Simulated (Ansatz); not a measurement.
C2H6OSSi (`C=C(O)S[SiH3]`). Total charge 0; spin multiplicity 1. The structure was optimised at the PBE0-D4/def2-TZVP level. It is one conformer, not always the lowest.

```xyz
11

C     1.359    0.868    0.805
C     0.099    1.033    0.420
O    -0.849    1.499    1.265
S    -0.471    0.690   -1.235
Si   -0.530   -1.440   -1.020
H     1.648    1.088    1.824
H     2.105    0.526    0.105
H    -1.697    1.486    0.811
H    -1.294   -1.803    0.199
H    -1.214   -1.951   -2.235
H     0.842   -1.996   -0.938
```

(1) What is the dipole moment at PBE/def2-TZVPP? (Estimate.)

(2) And with r2SCAN, B3LYP, ωB97M-V? (Best estimate.)

(3) Give the Mulliken charges with PBE, B3LYP, r2SCAN in def2-TZVPP. (Estimate.)

## Answers

(1) Ansatz gave: 1.03 D, with components (-0.66, -0.76, -0.22) D in this frame, pointing from negative to positive charge.

(2) Ansatz gave: r2SCAN 1.08 D, B3LYP 1.13 D, ωB97M-V 1.17 D.

(3) Computed: 
```
atom    PBE  B3LYP  r2SCAN
  C1  -0.25  -0.27   -0.26
  C2   0.19   0.21    0.25
  O3  -0.23  -0.27   -0.29
  S4  -0.21  -0.22   -0.24
 Si5   0.22   0.28    0.30
  H6   0.09   0.11    0.09
  H7   0.11   0.12    0.10
  H8   0.19   0.19    0.22
  H9  -0.03  -0.05   -0.05
 H10  -0.04  -0.05   -0.06
 H11  -0.04  -0.05   -0.06
```

B3LYP here is the variant with VWN-RPA as its local correlation; programs differ in this.
